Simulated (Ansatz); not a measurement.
System: bis(ethenyl)-dimethylsilane, C$_{6}$H$_{12}$Si (charge 0, singlet). SMILES: C=C[Si](C)(C)C=C
Coordinates optimised at B3LYP-D3(BJ)/def2-TZVP (Ansatz, a program for electronic structure):
```xyz
19

C      1.9594    -1.6934    -0.0602
C      1.6717    -0.4473    -0.4322
Si     0.0448     0.4154    -0.1020
C      0.4008     2.1027     0.6441
C     -0.9005     0.6202    -1.7106
C     -0.9458    -0.6054     1.1100
C     -2.1172    -1.1809     0.8455
H      1.2437    -2.3057     0.4784
H      2.9154    -2.1598    -0.2767
H      2.4415     0.1047    -0.9710
H     -0.5241     2.6571     0.8170
H      1.0308     2.6985    -0.0207
H      0.9212     2.0081     1.5995
H     -1.1228    -0.3460    -2.1671
H     -1.8421     1.1508    -1.5538
H     -0.3093     1.1954    -2.4269
H     -0.5410    -0.7352     2.1130
H     -2.5884    -1.0999    -0.1285
H     -2.6629    -1.7583     1.5850
```
Charge 0, spin multiplicity 1.

Parts of the frozen-core correlation energy in aug-cc-pV(T+d)Z (Ansatz, hartree). Frozen orbitals: 11; correlated occupied orbitals by spin: 20 and 20; virtual: 576 and 576. Spin-orbit coupling is left out. Non-relativistic.

```tsv
term	value
reference (HF)	-523.21875
MP2 opposite-spin	…
MP2 same-spin	…
CCSD correlation	…
(T)	-0.05519
T1 diagnostic	0.011
largest doubles amplitude	0.019
```

Complete the blanks.


- MP2 opposite-spin, value: -0.89245
- MP2 same-spin, value: -0.25352
- CCSD correlation, value: -1.21517
